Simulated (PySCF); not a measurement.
C₃H₁₃AlSSi.
Bonds: C1–S2, S2–C3, S2–Al4, Al4–C5, C5–Si6. Hydrogens: H7, H8, H9 on C1; H10, H11, H12 on C3; H13, H14 on Al4; H15, H16 on C5; H17, H18, H19 on Si6.

Method: PBE0-D3(BJ)/def2-SVP geometry optimisation, gas phase (PySCF).

Q: How far are the bound atoms from Al4?

A: 4 atoms: H14 1.606 Å, H13 1.610 Å, C5 1.979 Å, S2 2.485 Å. The nearest atom not counted as bound is H16, at 2.53 Å.

Q: List the angles at Al4.

A: 
```csv
angle,degrees,distance of the outer atoms (Å)
C5–Al4–H14,118.1,3.08
C5–Al4–H13,117.7,3.08
H13–Al4–H14,117.3,2.75
S2–Al4–C5,105.1,3.56
S2–Al4–H13,95.9,3.10
S2–Al4–H14,95.4,3.08
```

Q: Describe the arrangement about Al4 in numbers.

A: Angles from 95.4° to 118.1°; τ4 = (360° − α − β)/141° = 0.88 with α and β the two widest (0 for a square, 1 for a tetrahedron).

Q: What are the other bond lengths?

A: C1–S2, S2–C3 1.806 Å; C5–Si6 1.860 Å; C1–H7 and 5 like bonds 1.099 Å; C5–H15, C5–H16 1.105 Å; Si6–H17, Si6–H18, Si6–H19 1.501 Å.

Q: Give some angles away from the centre.

A: C1–S2–C3 100.6°, C1–S2–Al4 103.4°, C3–S2–Al4 97.4°, Al4–C5–Si6 116.5°.

Q: What are the rotational constants (commonest isotopes, rigid rotor)?

A: A = 2636, B = 1021, C = 818.9 MHz: an asymmetric top.

Point group: C1 (no symmetry element, even within 0.4 Å). Charge 0, singlet. PBE0-D3(BJ)/def2-SVP frequencies: not computed here.

Shape of the structure used: `[CH3:1][S+:2]([CH3:3])[AlH2-:4][CH2:5][SiH3:6]`: C1–S2–Al4–C5 87°, S2–Al4–C5–Si6 -41°.

One conformer stands for the species.
